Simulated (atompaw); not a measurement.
**Reading a pseudo-wave (fluorine (F))**

Columns: radius, all-electron u(r) and pseudo u(r) of the 2s shell (level -29.82 eV) of fluorine in the configuration [He] 2s2 2p5; PBE, non-relativistic, PAW (atompaw) scheme, atompaw 4.2.0.5.

```tsv
r (bohr)	all-electron	pseudo
0.067	0.4300	-0.1145
0.135	0.3915	-0.2283
0.202	0.1688	-0.3361
0.269	-0.1022	-0.4375
0.337	-0.3627	-0.5320
0.404	-0.5796	-0.6153
0.471	-0.7495	-0.6879
0.538	-0.8732	-0.7487
0.606	-0.9567	-0.7980
0.673	-1.0041	-0.8342
0.740	-1.0236	-0.8582
0.808	-1.0214	-0.8708
0.875	-1.0026	-0.8723
0.942	-0.9720	-0.8640
1.010	-0.9324	-0.8467
1.077	-0.8878	-0.8223
1.144	-0.8399	-0.7918
1.212	-0.7896	-0.7560
1.279	-0.7397	-0.7174
1.346	-0.6904	-0.6765
1.413	-0.6423	-0.6345
1.481	-0.5953	-0.5916
1.548	-0.5511	-0.5496
1.615	-0.5092	-0.5088
1.683	-0.4690	-0.4689
1.750	-0.4319	-0.4319
```

(1) How many radial nodes do the two functions have?

(2) Is the pseudo-wave norm-conserving?

## Answers

(1) The all-electron 2s function has n − l − 1 = 1; the pseudo-wave has 0, since the states of the same l below it are removed with the core.

(2) No, it belongs to a PAW set: the norm inside the radius is not constrained, and the difference is carried by the augmentation charge.
